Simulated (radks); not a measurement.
Isoelectronic series with 3 electrons, each ion in its NIST ground configuration. Method: scalar-relativistic Kohn-Sham, PBE, spin-unpolarised, spherical densities, point nucleus; computed with a radial shooting solver on a logarithmic mesh with Libxc functionals. Total energies (hartree) and mean radii <r> (bohr):

ion,configuration,E (hartree),2s,1s
Zr37+,[He] 2s1,-1798.57594,0.1505,0.03684
Nb38+,[He] 2s1,-1892.93163,0.1465,0.03588
Mo39+,[He] 2s1,-1989.88095,0.1427,0.03496
Tc40+,[He] 2s1,-2089.44323,0.1391,0.03408
Ru41+,[He] 2s1,-2191.63850,0.1356,0.03324
Rh42+,[He] 2s1,-2296.48757,0.1323,0.03244
Pd43+,[He] 2s1,-2404.01196,0.1291,0.03167
Ag44+,[He] 2s1,-2514.23401,0.1260,0.03094
Cd45+,[He] 2s1,-2627.17686,0.1231,0.03023
